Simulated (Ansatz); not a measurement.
Steps of a relaxation of `C[O][Zr]1234([N](C)C)([N](C)C)[C@H]5[C@@H]1[C@@H]2[C@@H]3[C@H]54` with RKS PBE0-D4/def2-TZVP.

```sh
$ ansatz run in.yaml --threads 11 --pin off --events-out ev --progress --plain --max-ram 120832MiB --backend cuda --devices 0, --max-vram 75GiB
```

```yaml
crystal:
  periodic: [false, false, false]
  atoms:
    - {symbol: C, position_ang: [-2.696430, -0.575270, 0.814760]}
    - {symbol: O, position_ang: [-1.811970, -0.870480, -0.215400]}
    - {symbol: Zr, position_ang: [-0.052620, -0.146640, -0.322310]}
    - {symbol: N, position_ang: [-0.333600, 1.867400, -0.299580]}
    - {symbol: C, position_ang: [-1.283970, 2.268180, -1.328100]}
    - {symbol: C, position_ang: [-0.740300, 2.457010, 0.966860]}
    - {symbol: N, position_ang: [0.638020, -0.483740, 1.550360]}
    - {symbol: C, position_ang: [1.960850, 0.005160, 1.887890]}
    - {symbol: C, position_ang: [0.458230, -1.829480, 2.062760]}
    - {symbol: C, position_ang: [0.196010, -0.832910, -2.696620]}
    - {symbol: C, position_ang: [1.223480, 0.109630, -2.457240]}
    - {symbol: C, position_ang: [2.129970, -0.457450, -1.535950]}
    - {symbol: C, position_ang: [1.670870, -1.754850, -1.214820]}
    - {symbol: C, position_ang: [0.477760, -1.987140, -1.932050]}
    - {symbol: H, position_ang: [-3.421460, 0.198140, 0.503060]}
    - {symbol: H, position_ang: [-3.275940, -1.474080, 1.084570]}
    - {symbol: H, position_ang: [-2.162970, -0.219900, 1.718960]}
    - {symbol: H, position_ang: [-0.977730, 1.878840, -2.307000]}
    - {symbol: H, position_ang: [-2.316550, 1.916540, -1.111540]}
    - {symbol: H, position_ang: [-1.328740, 3.369890, -1.403670]}
    - {symbol: H, position_ang: [-0.102220, 2.084700, 1.775140]}
    - {symbol: H, position_ang: [-0.647430, 3.557400, 0.926760]}
    - {symbol: H, position_ang: [-1.797290, 2.231020, 1.216750]}
    - {symbol: H, position_ang: [2.765640, -0.675060, 1.536050]}
    - {symbol: H, position_ang: [2.116480, 0.997620, 1.444600]}
    - {symbol: H, position_ang: [2.078630, 0.094310, 2.983120]}
    - {symbol: H, position_ang: [0.468990, -1.835350, 3.168250]}
    - {symbol: H, position_ang: [-0.505440, -2.231940, 1.726160]}
    - {symbol: H, position_ang: [1.265470, -2.517770, 1.732880]}
    - {symbol: H, position_ang: [-0.592100, -0.744860, -3.437710]}
    - {symbol: H, position_ang: [1.368460, 1.046660, -2.983940]}
    - {symbol: H, position_ang: [3.081450, -0.028030, -1.242460]}
    - {symbol: H, position_ang: [2.214010, -2.494000, -0.636130]}
    - {symbol: H, position_ang: [-0.067560, -2.923580, -1.974410]}
basis:
  gaussian: {orbitals: def2-TZVP}
hamiltonian: {xc: pbe0, dispersion: d4}
relax: {f_tol: 0.005, max_steps: 150}
```

Positions (Å) and forces (eV/Å) along the path, 5 of 50 steps:

```xyz
34
step=1 energy=-16994.2539 eV
C    -2.696   -0.575    0.815   -0.550    0.029    0.326
O    -1.812   -0.870   -0.215   -1.270   -0.685   -0.093
Zr   -0.053   -0.147   -0.322    0.955    0.598    0.223
N    -0.334    1.867   -0.300   -1.054    0.615    0.025
C    -1.284    2.268   -1.328    0.202    0.320    0.006
C    -0.740    2.457    0.967    0.208    0.152   -0.071
N     0.638   -0.484    1.550    0.992   -0.919    0.382
C     1.961    0.005    1.888   -0.119    0.033    0.164
C     0.458   -1.829    2.063   -0.029    0.069    0.277
C     0.196   -0.833   -2.697    0.372   -0.234   -0.561
C     1.223    0.110   -2.457    0.252   -0.180   -0.469
C     2.130   -0.457   -1.536    0.268   -0.303   -0.511
C     1.671   -1.755   -1.215    0.355   -0.192   -0.387
C     0.478   -1.987   -1.932    0.241   -0.207   -0.438
H    -3.421    0.198    0.503    0.193   -0.158    0.139
H    -3.276   -1.474    1.085    0.123    0.172    0.010
H    -2.163   -0.220    1.719   -0.277   -0.056   -0.154
H    -0.978    1.879   -2.307   -0.137    0.080    0.073
H    -2.317    1.917   -1.112    0.263    0.115   -0.130
H    -1.329    3.370   -1.404   -0.027   -0.158   -0.099
H    -0.102    2.085    1.775   -0.157    0.117   -0.009
H    -0.647    3.557    0.927   -0.019   -0.137    0.064
H    -1.797    2.231    1.217    0.252    0.073    0.024
H     2.766   -0.675    1.536   -0.207    0.209    0.054
H     2.116    0.998    1.445    0.113   -0.093    0.101
H     2.079    0.094    2.983   -0.001    0.090   -0.172
H     0.469   -1.835    3.168   -0.065   -0.043   -0.170
H    -0.505   -2.232    1.726    0.145   -0.069    0.116
H     1.265   -2.518    1.733   -0.247    0.168    0.063
H    -0.592   -0.745   -3.438   -0.033    0.101    0.314
H     1.368    1.047   -2.984   -0.198   -0.009    0.295
H     3.081   -0.028   -1.242   -0.257    0.064    0.211
H     2.214   -2.494   -0.636   -0.207    0.199    0.181
H    -0.068   -2.924   -1.974   -0.079    0.236    0.215
34
step=4 energy=-16994.8615 eV
C    -2.817   -0.813    0.779    0.051    0.088   -0.057
O    -1.787   -1.128   -0.122   -0.064    0.058    0.220
Zr   -0.042   -0.228   -0.306   -0.145    0.103    0.090
N    -0.551    1.774   -0.264   -0.452    0.455   -0.095
C    -1.239    2.433   -1.369   -0.070    0.161    0.200
C    -0.711    2.538    0.963   -0.090    0.082   -0.093
N     0.786   -0.658    1.517    0.101   -0.121    0.126
C     2.005   -0.007    1.936   -0.022   -0.063    0.014
C     0.550   -1.888    2.239    0.038    0.067    0.008
C     0.162   -0.829   -2.791    0.019    0.009   -0.013
C     1.168    0.129   -2.544   -0.012   -0.021   -0.039
C     2.114   -0.449   -1.670    0.053    0.001    0.024
C     1.695   -1.764   -1.377    0.037   -0.041   -0.005
C     0.484   -1.996   -2.062    0.002   -0.071   -0.037
H    -3.556   -0.134    0.322    0.149   -0.122    0.047
H    -3.342   -1.727    1.080    0.009    0.021   -0.013
H    -2.439   -0.326    1.698   -0.070   -0.095   -0.197
H    -1.020    1.919   -2.314   -0.102    0.105    0.106
H    -2.352    2.434   -1.232    0.625    0.021   -0.051
H    -0.923    3.500   -1.483   -0.112   -0.550    0.081
H    -0.157    2.065    1.781   -0.093    0.075   -0.044
H    -0.333    3.580    0.848   -0.108   -0.395    0.029
H    -1.779    2.615    1.274    0.424   -0.026   -0.135
H     2.896   -0.643    1.777   -0.104    0.097    0.026
H     2.156    0.931    1.385    0.025   -0.052    0.030
H     1.974    0.250    3.010   -0.001   -0.014   -0.142
H     0.468   -1.709    3.324    0.006   -0.007   -0.105
H    -0.380   -2.356    1.903    0.042    0.027    0.028
H     1.367   -2.619    2.092   -0.074    0.094    0.028
H    -0.708   -0.696   -3.419    0.012    0.004    0.037
H     1.213    1.130   -2.949   -0.008   -0.031    0.020
H     3.001    0.036   -1.283   -0.047   -0.017   -0.020
H     2.202   -2.463   -0.722   -0.047    0.070   -0.065
H    -0.106   -2.903   -2.023    0.030    0.090   -0.004
34
step=18 energy=-16995.0809 eV rejected
C    -3.091   -1.512    0.290   -0.076   -0.059   -0.004
O    -1.765   -1.127    0.285   -0.060   -0.202    0.069
Zr   -0.092   -0.293   -0.163    0.099    0.070   -0.001
N    -0.506    1.728   -0.167   -0.028    0.170    0.110
C    -0.956    2.597   -1.221    0.031   -0.025   -0.022
C    -0.528    2.432    1.101    0.044   -0.028   -0.056
N     0.999   -0.548    1.556    0.015   -0.005    0.172
C     2.222    0.186    1.762    0.050   -0.037   -0.001
C     0.743   -1.462    2.642    0.047    0.036   -0.021
C    -0.093   -0.574   -2.735   -0.004    0.073    0.019
C     1.053    0.183   -2.410    0.029   -0.030   -0.033
C     1.926   -0.645   -1.676   -0.021    0.011    0.002
C     1.316   -1.911   -1.540    0.085   -0.009   -0.021
C     0.072   -1.865   -2.198   -0.046   -0.059    0.015
H    -3.456   -1.692   -0.729   -0.014   -0.020   -0.038
H    -3.231   -2.438    0.863    0.029    0.040   -0.007
H    -3.720   -0.735    0.739   -0.043    0.019    0.022
H    -1.010    2.072   -2.176    0.010    0.012   -0.010
H    -1.961    2.997   -1.011    0.020   -0.004   -0.008
H    -0.290    3.467   -1.352   -0.010   -0.010    0.005
H    -0.203    1.783    1.919   -0.037    0.060   -0.059
H     0.138    3.312    1.081   -0.031   -0.045    0.013
H    -1.538    2.802    1.341    0.030   -0.028    0.002
H     3.107   -0.473    1.800   -0.060    0.045   -0.012
H     2.387    0.922    0.967   -0.019   -0.033    0.015
H     2.194    0.744    2.713    0.014   -0.013   -0.052
H     0.692   -0.930    3.607    0.008   -0.041   -0.070
H    -0.206   -1.983    2.502   -0.005    0.008   -0.043
H     1.538   -2.223    2.738   -0.049    0.045   -0.003
H    -0.958   -0.226   -3.281   -0.005    0.026   -0.053
H     1.236    1.212   -2.681   -0.018    0.003    0.037
H     2.877   -0.351   -1.256    0.061   -0.013   -0.039
H     1.735   -2.766   -1.028   -0.010    0.027    0.029
H    -0.629   -2.683   -2.281   -0.037    0.019    0.044
34
step=36 energy=-16995.1927 eV
C    -2.953   -1.833    0.564    0.040    0.006    0.005
O    -1.774   -1.108    0.551   -0.038    0.008    0.007
Zr   -0.169   -0.224   -0.097   -0.021   -0.031    0.013
N    -0.529    1.790   -0.282    0.013    0.009   -0.001
C    -0.383    2.845   -1.241    0.008   -0.009   -0.026
C    -1.179    2.265    0.921   -0.010   -0.025   -0.003
N     1.105   -0.303    1.520    0.015   -0.017    0.020
C     2.199    0.607    1.725    0.013    0.014   -0.002
C     1.198   -1.463    2.369    0.007    0.024   -0.017
C    -0.026   -0.254   -2.659    0.007    0.010    0.009
C     1.287   -0.042   -2.174   -0.016    0.017    0.001
C     1.693   -1.203   -1.489   -0.002   -0.024   -0.006
C     0.626   -2.128   -1.536   -0.008    0.029    0.010
C    -0.430   -1.542   -2.270    0.013   -0.017   -0.017
H    -2.948   -2.620   -0.202   -0.003    0.004    0.006
H    -3.100   -2.314    1.539    0.001    0.001   -0.015
H    -3.817   -1.183    0.376    0.002   -0.008    0.002
H     0.119    2.493   -2.143   -0.005    0.001    0.007
H    -1.357    3.264   -1.542    0.009    0.000    0.004
H     0.209    3.681   -0.835   -0.004    0.000   -0.003
H    -1.301    1.459    1.655    0.000    0.003    0.004
H    -0.594    3.056    1.414    0.004    0.009    0.001
H    -2.182    2.668    0.713    0.001    0.005    0.005
H     3.177    0.144    1.503   -0.023    0.015    0.011
H     2.095    1.488    1.084   -0.002   -0.028    0.020
H     2.243    0.960    2.768    0.003   -0.009   -0.018
H     1.193   -1.183    3.435    0.005   -0.009   -0.016
H     0.348   -2.133    2.208    0.008    0.007   -0.003
H     2.121   -2.041    2.192   -0.018    0.011    0.006
H    -0.619    0.456   -3.217    0.001   -0.003    0.000
H     1.876    0.855   -2.303    0.001   -0.002    0.000
H     2.641   -1.352   -0.995   -0.001   -0.001   -0.005
H     0.619   -3.111   -1.087   -0.004    0.008    0.003
H    -1.391   -1.995   -2.469    0.006    0.002   -0.002
34
step=50 energy=-16995.1967 eV
C    -2.916   -1.879    0.599    0.001    0.001    0.000
O    -1.802   -1.061    0.575   -0.001    0.000    0.001
Zr   -0.185   -0.203   -0.089    0.001    0.000    0.001
N    -0.503    1.812   -0.302   -0.001    0.001    0.002
C    -0.321    2.854   -1.270    0.000   -0.001    0.001
C    -1.175    2.305    0.882    0.002   -0.001   -0.003
N     1.099   -0.276    1.520    0.002    0.001   -0.002
C     2.135    0.676    1.815   -0.002   -0.001    0.000
C     1.249   -1.492    2.274    0.000    0.000    0.000
C    -0.031   -0.253   -2.653   -0.003   -0.001    0.003
C     1.284   -0.085   -2.158    0.004   -0.002   -0.004
C     1.643   -1.258   -1.466   -0.003    0.002    0.005
C     0.543   -2.141   -1.513    0.003   -0.001   -0.002
C    -0.485   -1.523   -2.259   -0.001    0.002   -0.001
H    -2.910   -2.595   -0.235   -0.001    0.000    0.001
H    -2.956   -2.454    1.533    0.000    0.001   -0.002
H    -3.839   -1.290    0.529    0.002   -0.002    0.000
H     0.196    2.484   -2.155    0.000    0.000    0.000
H    -1.281    3.285   -1.596    0.000    0.000    0.000
H     0.275    3.685   -0.860    0.000    0.000    0.000
H    -1.322    1.507    1.621    0.000    0.000    0.000
H    -0.592    3.094    1.381    0.000    0.001    0.001
H    -2.168    2.719    0.650   -0.001    0.000    0.000
H     3.140    0.291    1.571    0.000    0.000    0.000
H     1.984    1.597    1.246    0.000    0.000    0.000
H     2.147    0.941    2.883    0.000    0.000    0.001
H     1.210   -1.304    3.358    0.000    0.000    0.000
H     0.445   -2.198    2.043    0.000   -0.001    0.000
H     2.207   -1.999    2.071    0.000    0.000    0.000
H    -0.595    0.474   -3.220    0.001    0.000    0.000
H     1.907    0.789   -2.287    0.000   -0.001   -0.001
H     2.583   -1.439   -0.966   -0.001    0.000    0.000
H     0.496   -3.121   -1.058    0.000    0.000   -0.001
H    -1.460   -1.941   -2.463    0.000    0.000    0.000
```

It took 90 s on 11 threads of an AMD EPYC 7R13 on a shared host and a whole NVIDIA H100 80 GB, with 2 GiB of host memory at the peak.
